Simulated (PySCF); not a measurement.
Computed shifts of a molecule C3H10ClNSi, PBE/pcSseg-1 in PySCF, GIAO, gas phase, atoms alike by connectivity averaged where their shifts nearly agree, in ppm (number of nuclei): ¹³C: 52.6 (1), 42.0 (1), 21.4 (1). ¹⁵N: 53.8 (1). ²⁹Si: -23.1 (1). ¹H: 5.23 (1), 4.70 (1), 2.84 (3), 2.34 (1), 1.61 (3), -0.16 (1). References: ¹³C against TMS (σ = 182.0 ppm); ¹⁵N against NH3 (σ = 267.0 ppm); ²⁹Si against TMS (σ = 335.4 ppm); ³⁵Cl against HCl (σ = 936.5 ppm); ¹H against TMS (σ = 31.49 ppm), references at their B3LYP-D3(BJ)/def2-TZVP geometries, non-relativistic (without spin–orbit terms, shifts of atoms bonded to Cl or Br come out too high). Geometry optimised at B3LYP-D3(BJ)/def2-SVP. The values are those of a single conformer.

Pick the molecule that these values belong to.
(A) CN[C@@H](C)[SiH2]Cl
(B) CC(C)N[SiH2]Cl
(C) C[C@@H](N)[Si@H](C)Cl
(D) CN[Si](C)(C)Cl

A, CN[C@@H](C)[SiH2]Cl
